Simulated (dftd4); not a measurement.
BrPb (SMILES [Br][Pb]), doublet, at a GFN2-xTB geometry (such geometries of metal compounds can be far from the true shape) (the spin is typed, not shown lowest); dftd4 4.2.0 with D4 for tpss.

The dftd4 input:
```
$ dftd4 mol.xyz --func tpss --charge 0 --json dftd4.json --noedisp --grad

# file mol.xyz
2

Pb    -0.00000000    -0.00000000    -0.78589737
Br     0.00000000     0.00000000     1.84124527
```

Output, abridged:

```
                    ____  _____ _____     ____  _  _
      -------------|  _ \|  ___|_   _|---|  _ \| || |------------
     |             | | | | |_    | | ___ | | | | || |_           |
     |             | |_| |  _|   | ||___|| |_| |__   _|          |
     |             |____/|_|     |_|     |____/   |_|            |
     |             ===================================           |
     |            E. Caldeweyher, S. Ehlert & S. Grimme          |
     |          Mulliken Center for Theoretical Chemistry        |
     |                    University of Bonn                     |
      -----------------------------------------------------------

Rational (Becke-Johnson) damping: tpss-D4-ATM
---------------------
  s6         1.0000
  s8         1.7660
  s9         1.0000
  a1         0.4282
  a2         4.5426
 alp        16.0000
--------------------

Dispersion energy:      -2.2414019230973E-03 Eh

Gradient norm:           7.3693660019413E-05 Eh/a0
--------------------------------------------------
     #    Z           dE/dx      dE/dy      dE/dz
--------------------------------------------------
     1   82 Pb    0.000E+00  0.000E+00 -5.211E-05
     2   35 Br    0.000E+00  0.000E+00  5.211E-05
--------------------------------------------------

Virial:
--------------------------------------------------
      component           x          y          z
--------------------------------------------------
          x       0.000E+00  0.000E+00  0.000E+00
          y       0.000E+00  0.000E+00  0.000E+00
          z       0.000E+00  0.000E+00  2.587E-04
--------------------------------------------------

[Info] Dispersion results written to 'dftd4.txt'
[Info] JSON dump of results written to 'dftd4.json'
```
